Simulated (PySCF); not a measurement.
Isomers of C8H11NSe, from PBE0-D3(BJ)/def2-SVP geometry optimisation, gas phase (PySCF). One conformer each, no zero-point energy, no frequencies.

Problem. Which isomer lies lowest at this level?
A. `[cH:1]1[cH:2][c:3]([CH:4]2[CH2:5][CH2:6][CH2:7][CH2:8]2)[se:9][n:10]1` with C2–C3–C4–C5 114°, C3–C4–C5–C6 103°, C4–C5–C6–C7 39°, C5–C6–C7–C8 -42°, C6–C7–C8–C4 29°: A = 2105, B = 691.0, C = 602.7 MHz, dipole 3.20 D
B. `[H]/[N:9]=[CH:8]\[c:7]1[cH:6][cH:5][c:4]([CH:2]([CH3:1])[CH3:3])[se:10]1` with C1–C2–C4–C5 117°, C6–C7–C8–N9 180°: A = 2195, B = 648.3, C = 561.1 MHz, dipole 3.86 D
C. `[CH3:1][C:2]1=[C:3]([CH3:4])[C@@H:5]([CH3:6])[C@H:7]([C:8]#[N:9])[Se:10]1` with C2–C3–C5–C6 -95°, C3–C5–C7–C8 84°, C5–C7–Se10–C2 28°, C1–C2–Se10–C7 166°: A = 1034, B = 952.3, C = 733.7 MHz, dipole 4.20 D

Solution. A. That is `c1cc(C2CCCC2)[se]n1`, 7.1 kcal/mol below the next.

| SMILES | mapped SMILES | E (Eh) | relative (kcal/mol) | relative (kJ/mol) | dipole (D) |
| --- | --- | --- | --- | --- | --- |
| c1cc(C2CCCC2)[se]n1 | [cH:1]1[cH:2][c:3]([CH:4]2[CH2:5][CH2:6][CH2:7][CH2:8]2)[se:9][n:10]1 | -2766.51110 | 0.0 | 0.0 | 3.20 |
| [H]/N=C\c1ccc(C(C)C)[se]1 | [H]/[N:9]=[CH:8]\[c:7]1[cH:6][cH:5][c:4]([CH:2]([CH3:1])[CH3:3])[se:10]1 | -2766.49985 | 7.1 | 29.5 | 3.86 |
| CC1=C(C)[C@@H](C)[C@H](C#N)[Se]1 | [CH3:1][C:2]1=[C:3]([CH3:4])[C@@H:5]([CH3:6])[C@H:7]([C:8]#[N:9])[Se:10]1 | -2766.49684 | 9.0 | 37.5 | 4.20 |

As drawn, the lowest has an aromatic ring, which the highest lacks; the highest has a C≡N group and a C=C bond outside aromatic rings, which the lowest lacks.
